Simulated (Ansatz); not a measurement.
Start from `[NH2][SnH]([OH])[F]` and change one element to get `N[SiH](O)F`.

Ansatz, PBE0-D4/def2-TZVP geometries, multiplicity 1. Each molecule was computed in one conformer, which needn't be the lowest.

Elements past krypton have def2 core potentials.

| property | `[NH2][SnH]([OH])[F]` |
| --- | --- |
| LUMO energy (ωB97M-V/def2-TZVPP) / eV | 1.06 |
| zero-point energy (PBE0-D4/def2-TZVP) / kJ/mol | 124.0 |
| size of the dipole moment (PBE/def2-TZVPP) / D | 1.23 |
| HOMO energy (B3LYP/def2-TZVPP) / eV | -7.79 |
| HOMO energy (ωB97M-V/def2-TZVPP) / eV | -10.45 |
| LUMO energy (B3LYP/def2-TZVPP) / eV | -1.17 |

Question: What does the change do to each property? (An estimate is asked.)

Answer: The calculation gave: 
| property | `N[SiH](O)F` | shift |
| --- | --- | --- |
| LUMO energy (ωB97M-V/def2-TZVPP) / eV | 2.19 | 1.13 |
| zero-point energy (PBE0-D4/def2-TZVP) / kJ/mol | 138.0 | 14.0 |
| size of the dipole moment (PBE/def2-TZVPP) / D | 2.51 | 1.28 |
| HOMO energy (B3LYP/def2-TZVPP) / eV | -7.70 | 0.09 |
| HOMO energy (ωB97M-V/def2-TZVPP) / eV | -10.35 | 0.10 |
| LUMO energy (B3LYP/def2-TZVPP) / eV | 0.39 | 1.56 |

With PBE0 the HOMO rises by 0.10 eV and the LUMO rises by 1.58 eV, so the gap widens by about 1.48 eV. PBE moves the HOMO by 0.09 eV and ωB97M-V by 0.10 eV. Dipoles are sizes alone; their direction can turn.

B3LYP here is the variant with VWN-RPA as its local correlation; programs differ in this.
